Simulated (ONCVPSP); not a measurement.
beryllium (Be) ONCV: all-electron and pseudo phase curves

* Element: beryllium (Be)
* Generator: ONCVPSP 4.0.1
* Type: optimised norm-conserving Vanderbilt (ONCV)
* Functional: PBE
* Relativity: scalar-relativistic
* Frozen core: [He]
* Valence charge: 2
* Reference configuration: 2s1.75 2p0.25
* Partial waves: 2s: rc 1.65 bohr, ncon 4, nbas 8, qcut 3.6 1/bohr, 2 projectors, debl 3.3 Ha; 2p: rc 3.45 bohr, ncon 5, nbas 9, qcut 4.3 1/bohr, 2 projectors, debl 0.6 Ha
* Local potential: polynomial inside 1.20 bohr (lpopt 5, dvloc0 6 Ha)
* Core correction: none

The phase is arctan(r·R′/R) of the radial function R(r), unwrapped; energies in Ha, scanned from -2 to 5 Ha. A pole is an energy at which the radial function vanishes at the test radius. The pseudo phase is shifted by a multiple of π to meet the all-electron one at the reference energy, and phase errors are pseudo minus all-electron; the curves can meet again beyond the range given. Levels narrower than the energy grid can be missing from the lists of poles.

**Question.** For each channel, where are the poles, and over which energies does the pseudopotential scatter like the atom?

**Answer.**

```json
{"channel": "s", "radius (bohr)": "1.68", "reference energy (Ha)": "-0.21", "poles, all-electron": "2.21", "poles, pseudo": "2.21", "unbroken range about the reference energy with phases within 0.05 rad": "below 4.5", "phase error 1 Ha above the reference energy (rad)": "-0.001"}
{"channel": "p", "radius (bohr)": "3.50", "reference energy (Ha)": "-0.08", "poles, all-electron": "0.11, 1.40, 3.56", "poles, pseudo": "0.11, 1.42, 3.90", "unbroken range about the reference energy with phases within 0.05 rad": "below 2.0", "phase error 1 Ha above the reference energy (rad)": "+0.001"}
```

Phases in the p channel:

| E (Ha) | all-electron | pseudo |
| --- | --- | --- |
| -1.98 | 1.398 | 1.398 |
| -1.62 | 1.375 | 1.375 |
| -1.26 | 1.340 | 1.340 |
| -0.90 | 1.278 | 1.278 |
| -0.54 | 1.121 | 1.121 |
| -0.18 | -0.231 | -0.231 |
| 0.18 | -1.674 | -1.674 |
| 0.54 | -2.917 | -2.917 |
| 0.90 | -4.474 | -4.473 |
| 1.26 | -4.667 | -4.665 |
| 1.62 | -4.778 | -4.771 |
| 1.98 | -4.965 | -4.925 |
| 2.34 | -6.828 | -5.974 |
| 2.70 | -7.661 | -7.569 |
| 3.06 | -7.778 | -7.736 |
| 3.42 | -7.836 | -7.801 |
| 3.78 | -7.882 | -7.842 |
| 4.14 | -7.940 | -7.877 |
| 4.50 | -8.063 | -7.917 |
| 4.86 | -9.214 | -7.978 |
